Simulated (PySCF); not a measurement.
C5H6O2, SMILES O1[C@@H](C(=O)C=C1)C.

Geometry optimised at B3LYP-D3(BJ)/def2-SVP. The structure was generated by enumeration; whether it is a known compound was not checked. One conformer was computed; it need not be the lowest.

Level of theory: B3LYP/def2-TZVP (PySCF).

The molecule is in vacuum.

| Quantity | Result |
|---|---|
| total energy | -344.70911 hartree |
| highest occupied level | -6.95 eV |
| lowest empty level | -1.55 eV |
| orbital gap | 5.40 eV |
| dipole moment | 2.94 D |
| quadrupole, principal values (traceless, Buckingham form, about the centre of nuclear charge) | -11.67, 1.27, 10.40 D·Å |
| mean static polarisability | 62.7 bohr³ (9.29 Å³) |
| polarisability, principal values | 45.3, 68.4, 74.5 bohr³ |
